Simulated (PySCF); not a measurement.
Q: Write Cartesian coordinates for `CC[C@@H]1CC[C@@H]2CC[C@@H]21` as optimised with PBE0-D3(BJ)/def2-SVP.

A: 
```
atom  x, y, z in Å
C1     2.7995    0.2693   -0.7861
C2     1.6136   -0.6633   -0.9772
C3     0.5871   -0.5947    0.1447
C4    -0.6063   -1.5426   -0.0122
C5    -1.6067   -1.0464    1.0316
C6    -1.4756    0.4770    0.9936
C7    -2.1367    1.1828   -0.2116
C8    -0.7505    1.4458   -0.8335
C9    -0.0699    0.7727    0.3822
H10    3.3192    0.0659    0.1643
H11    2.4837    1.3242   -0.7680
H12    3.5356    0.1591   -1.5969
H13    1.9699   -1.7042   -1.0646
H14    1.1182   -0.4408   -1.9386
H15    1.0989   -0.8638    1.0889
H16   -1.0279   -1.4458   -1.0292
H17   -0.3307   -2.6011    0.1151
H18   -2.6383   -1.3876    0.8480
H19   -1.3150   -1.4204    2.0271
H20   -1.6959    0.9422    1.9656
H21   -2.8045    0.5399   -0.8072
H22   -2.6952    2.0925    0.0526
H23   -0.5756    0.9428   -1.7969
H24   -0.4970    2.5078   -0.9637
H25    0.5745    1.4508    0.9602
```

Any rigid rotation of these coordinates is as good. Atoms count from 1 in this order. Of the pairs four or more bonds apart, H14···H23 is among the closest relative to their van der Waals radii: 2.19 Å, 91 % of the sum of Bondi's values. The 4-membered ring C6–C7–C8–C9 has internal angles of 89.6° to 90.4°; it is planar, 0.01 Å rms from its mean plane, widest ring torsion 1°. The 5-membered ring C3–C4–C5–C6–C9 has internal angles of 103.5° to 106.1°; it is puckered, 0.18 Å rms from its mean plane, widest ring torsion 39°. The 10 C–C bonds span 1.521 Å (C1–C2, drawn single) to 1.561 Å (C6–C9, drawn single), a spread of 0.040 Å.

Bonds between heavy atoms (Å): C1–C2 1.521, C2–C3 1.522, C3–C4 1.532, C4–C5 1.529, C5–C6 1.530, C6–C7 1.545, C7–C8 1.542, C8–C9 1.547, C3–C9 1.536, C6–C9 1.561.

The calculation used PBE0-D3(BJ)/def2-SVP geometry optimisation, gas phase in PySCF.

Point group: C1 (no symmetry element, even within 0.4 Å). PBE0-D3(BJ)/def2-SVP frequencies: not computed here. One conformer, not necessarily the lowest (C1–C2–C3–C4 -179°, C2–C3–C4–C5 -167°, C3–C4–C5–C6 38°, C4–C5–C6–C7 76°, C5–C6–C7–C8 -106°).
